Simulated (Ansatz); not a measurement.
Molecule: sum formula AlBr₂F, net charge 0, singlet state. 
Structure (B3LYP-D3(BJ)/def2-TZVP (Ansatz, a program for electronic structure) minimum search):
```xyz
4

F     -0.0749     2.2993    -0.0209
Al    -0.0215     0.6607    -0.0060
Br    -1.9383    -0.4820    -0.0033
Br     1.9656    -0.3547     0.0109
```
Charge 0, spin multiplicity 1.

Dipole moments at this geometry, in debye (magnitudes).

```csv
level,program,dipole (D)
SVWN5/def2-TZVPD,Ansatz,0.71
BLYP/def2-TZVPD,Ansatz,0.68
revPBE/def2-TZVPD,Ansatz,0.66
r2SCAN/def2-TZVPD,Ansatz,___
B97M-V/def2-TZVPD,Ansatz,0.64
B3LYP/def2-TZVPD,Ansatz,0.68
BHLYP/def2-TZVPD,Ansatz,0.67
r2SCANh/def2-TZVPD,Ansatz,0.63
HSE06/def2-TZVPD,Ansatz,0.68
CAM-B3LYP/def2-TZVPD,Ansatz,0.65
LC-wPBE/def2-TZVPD,Ansatz,0.58
wB97X-V/def2-TZVPD,Ansatz,0.59
CCSD(T)/def2-SVPD,Ansatz,___
```

Q: Complete the blanks.

A: 
- r2SCAN/def2-TZVPD, dipole (D): 0.62
- CCSD(T)/def2-SVPD, dipole (D): 0.70
